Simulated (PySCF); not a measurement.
YOF, SMILES [O]=[Y][F].

Geometry optimised at PBE0-D3(BJ)/def2-TZVP. The def2 effective core potentials stand for the cores of Y; spin–orbit coupling is left out.

These are PySCF with PBE/def2-TZVPD values and carry that method's errors.

Isolated molecule, no solvent.

```json
{
 "total_energy": "-213.40964 hartree",
 "point_group": "Cs",
 "highest_occupied_level": "-5.34 eV",
 "lowest_empty_level": "-3.00 eV",
 "orbital_gap": "2.34 eV",
 "dipole_moment": "7.24 D",
 "quadrupole, principal values (traceless, Buckingham form, about the centre of nuclear charge)": "-18.44, 6.66, 11.78 D·Å",
 "mean_static_polarisability": "40.0 bohr³ (5.93 Å³)",
 "polarisability_principal_values": "27.1, 34.2, 58.7 bohr³"
}
```
